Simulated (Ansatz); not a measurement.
Species: sum formula TiOF₂, charge -1, multiplicity 2. The spin state was set by rule; other spins were not relaxed. 
Coordinates optimised at B3LYP-D3(BJ)/def2-TZVP (Ansatz, a first-principles code):
```xyz
4

Ti     0.0578    -0.0228    -0.0153
O      1.5634    -0.6173    -0.4141
F     -0.6532    -0.4042     1.6800
F     -0.8778     1.0087    -1.2745
```
Charge -1, spin multiplicity 2.

Total electronic energies in hartree. Correlated levels leave the core frozen unless marked. UHF or UKS for open shells. No spin-orbit coupling. The frozen core is the preceding noble-gas configuration, with the filled d and f shells of earlier blocks. Non-relativistic. Basis-set limits of correlation are two-point, X^-3; Hartree-Fock from the larger set. [CCSD(T)-MP2]/basis is that difference in the basis named.

| level | program | energy (Eh) |
|---|---|---|
| HF/def2-TZVPPD | Ansatz | -1122.50111 |
| PBE-D3(BJ)/def2-TZVPD | Ansatz + dftd3 | -1124.29182 |
| revPBE-D4/def2-TZVPD | Ansatz + dftd4 | -1124.58722 |
| PBE0/def2-SVP | Ansatz | … |
| PBE0/def2-TZVPD | Ansatz | -1124.27918 |
| HSE06-D3(BJ)/def2-TZVPD | Ansatz + dftd3 | -1124.26095 |
| CAM-B3LYP-D3(BJ)/def2-TZVPD | Ansatz + dftd3 | -1124.72809 |
| LC-wPBE-D3(BJ)/def2-TZVPD | Ansatz + dftd3 | -1124.42138 |
| LC-wPBE/def2-TZVPD | Ansatz | -1124.41953 |
| B2GP-PLYP-D3(BJ)/def2-TZVPD | Ansatz + dftd3 | -1124.23021 |
| MP2/def2-TZVPP | Ansatz | -1123.39262 |
| RI-MP2/def2-TZVPPD | Ansatz | -1123.40335 |
| CCSD/6-31G* | Ansatz | -1122.92924 |
| CCSD(T)/def2-SVP | Ansatz | -1122.71598 |
| RI-MP2/CBS(def2-TZVPPD,def2-QZVPPD)+[CCSD(T)-MP2]/def2-SVPD | Ansatz | -1123.5707 |

Task: Some entries are withheld; supply them.

Result: 
- PBE0/def2-SVP, energy (Eh): -1123.79754
